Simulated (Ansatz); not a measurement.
SiSe, closed-shell singlet (the spin of the measured ground state), most abundant isotopes (27.9769 and 79.9165 u). Constants from fifth-degree fits in 1/R to seven points on the lowest solution found; no spin–orbit coupling, no relativity up to Kr; ω_e x_e and α_e move by some per cent with the fit.

Correlated levels freeze the inner cores; with def2 sets outer-core shells near the valence are correlated too. CBS: X⁻³ extrapolation of the correlation energy, Hartree–Fock from the larger set.

Programs: Ansatz (a first-principles code) with Gaussian orbitals. 

At CCSD(T)/CBS(def2-TZVPP, def2-QZVPP): B₀ = 0.19108 cm⁻¹, fundamental 584 cm⁻¹.

### Question
Taking the state as ¹Σ, work out the ideal-gas entropy and heat capacity at 298.15 K and 1 bar (rigid rotor, harmonic oscillator at the fundamental, no nuclear spin).

### Answer

Translation: S = R(1.5 ln M + 2.5 ln T − 1.1517) with M = 107.893 u gives 167.24 J/(mol K). Rotation: q = kT/(σhcB₀) = 1084.5 with σ = 1 and hc/k = 1.43878 cm K, S = R(ln q + 1) = 66.42. Vibration: u = hcν/kT = 2.817, S = R(u/(eᵘ − 1) − ln(1 − e⁻ᵘ)) = 2.00. Sum S° = 235.7 J/(mol K). C_p = 7R/2 + R u² eᵘ/(eᵘ − 1)² = 33.56 J/(mol K).
